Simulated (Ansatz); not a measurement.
Ideal-gas functions of C$_{2}$H$_{2}$AlFO$_{2}$, SMILES `O=[C]1O[CH](F)[AlH]1` at 298.15 K and 1 bar, from an Ansatz frequency run at PBE0-D4/def2-TZVP.

Molar mass 104.02 g/mol, point group C1 (symmetry number 1), electronic degeneracy 1, moments of inertia 108.547, 197.343, 275.95 u Å². Harmonic wavenumbers (cm⁻¹, unscaled): 102, 172, 352, 361, 425, 504, 530, 549, 662, 731, 877, 1025, 1056, 1245, 1357, 1885, 1957, 3127.

Use S(trans) = R[1.5 ln M + 2.5 ln T − 1.1517]; rotational temperatures θ = 24.2544 K / I; S(rot) = R[ln(√π/σ · √(T³/θAθBθC)) + 1.5]; for each mode x = 1.438777 ν̃/T, S = R[x/(eˣ − 1) − ln(1 − e⁻ˣ)] and H = RT x/(eˣ − 1); 1 cm⁻¹ = 0.0119627 kJ/mol; R = 8.31446 J/(mol·K).

Problem. By hand: the entropy, in J/(mol·K).

Solution. Translation 166.8. Rotation: θ = 0.2234, 0.1229, 0.0879 K, giving 113.3. Vibration, mode by mode: 14.29, 10.10, 4.84, 4.68, 3.66, 2.71, 2.46, 2.29, 1.48, 1.14, 0.64, 0.35, 0.31, 0.14, 0.09, 0.01, 0.01, 0.00, in all 49.2. Electronic 0.0. Sum 329.3 J/(mol·K).

Problem. By hand: H − E and G − E in kJ/mol, counted from the electronic energy.

Solution. Zero-point energy ½ × 16917 × 0.0119627 = 101.2; thermal vibration 8.7; translation, rotation and pV give 4 RT = 9.9. H − E = 119.8 kJ/mol, and G − E = 119.8 − 298.15 × 329.3/1000 = 21.6 kJ/mol.

Vibration gives 15 % of the entropy, 14.3 J/(mol·K) of it from the mode under 150 cm⁻¹: soft modes count most, and the harmonic formula is weakest for them. The sum counts one conformer and one mirror image; others add a mixing term.
